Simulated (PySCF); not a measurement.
Correlation energy of Ga⁺ (gallium, charge +1)

[Ar] 3d10 4s2, closed-shell 1S. Calculation: PySCF 2.14, in aug-cc-pVTZ-PP with ECP10MDF; scalar relativity through the core potential. Frozen: 3s2 3p6 3d10; 2 electrons correlated.

With two correlated electrons CCSD is exact within the correlated space (frozen core and kept virtual orbitals).

```json
{"level": "CCSD", "correlation energy (mhartree)": "-37.35"}
```

Diagnostics: T1 = 0.0072, D1 = 0.0101, largest double amplitude 0.095.

Cost of the coupled-cluster step: of the order of 0.6 core-seconds, for 2 correlated electrons.

Iterations:

```
CC2 = 0
CCSD nocc = 1, nmo = 46
frozen orbitals [0, 1, 2, 3, 4, 5, 6, 7, 8]
max_cycle = 100
direct = 0
conv_tol = 1e-08
conv_tol_normt = 1e-06
diis_space = 8
diis_start_cycle = 0
Init t2, MP2 energy = -258.125362906955  E_corr(MP2) -0.0266238810054104
Init E_corr(CCSD) = -0.0266238810063468
cycle = 1  E_corr(CCSD) = -0.0330490063274883  dE = -0.00642512532  norm(t1,t2) = 0.0419735
cycle = 2  E_corr(CCSD) = -0.0354706561859909  dE = -0.00242164986  norm(t1,t2) = 0.0185382
cycle = 3  E_corr(CCSD) = -0.0373674033423088  dE = -0.00189674716  norm(t1,t2) = 0.00844923
cycle = 4  E_corr(CCSD) = -0.0373464448057702  dE = 2.09585365e-05  norm(t1,t2) = 0.000315228
cycle = 5  E_corr(CCSD) = -0.0373498187660583  dE = -3.37396029e-06  norm(t1,t2) = 2.94208e-05
cycle = 6  E_corr(CCSD) = -0.0373481807786787  dE = 1.63798738e-06  norm(t1,t2) = 7.08383e-06
cycle = 7  E_corr(CCSD) = -0.0373482277109667  dE = -4.69322879e-08  norm(t1,t2) = 1.02125e-06
cycle = 8  E_corr(CCSD) = -0.0373482666096098  dE = -3.88986432e-08  norm(t1,t2) = 1.66053e-07
cycle = 9  E_corr(CCSD) = -0.0373482614534843  dE = 5.15612555e-09  norm(t1,t2) = 4.1553e-08
CCSD converged
E(CCSD) = -258.1360872874031  E_corr = -0.03734826145348427
```
